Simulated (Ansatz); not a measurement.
Isolated molecules relaxed with PBE0-D4/def2-TZVP in Ansatz; ΔE leaves out vibrations. CBS: MP2 limit from def2 TZ/QZ plus the TZ coupled-cluster correction, frozen cores. DFT in def2-TZVPP. For As outer-core shells are correlated without core-valence functions, which leaves a few kJ/mol of doubt a bond. Scalar relativity is left out up to krypton. One conformer a species, not always the lowest.

`B[SiH2][CH]1[NH][AlH]1` + `[AsH3]` → `B[AsH2]` + `[SiH3][CH]1[NH][AlH]1`  (cleavage of the B–Si bond)

```tsv
level	ΔE (kJ/mol)
B2PLYP	-51.6
r2SCAN	-48.2
CCSD/def2-TZVPP	-50.2
SCS-MP2/def2-QZVPP	-54.3
```

(1) What does CCSD(T)/CBS give? (Estimate.)

Largest T1 diagnostic among the species: 0.015.

Results:

(1) Ansatz gave: -51.3 kJ/mol. The listed levels differ from it by -0.3, 3.1, 1.1, -3.0 kJ/mol.

From PBE to PBE0 (25 % exact exchange), in def2-TZVPP and without D4, ΔE moves by −3.4 kJ/mol.
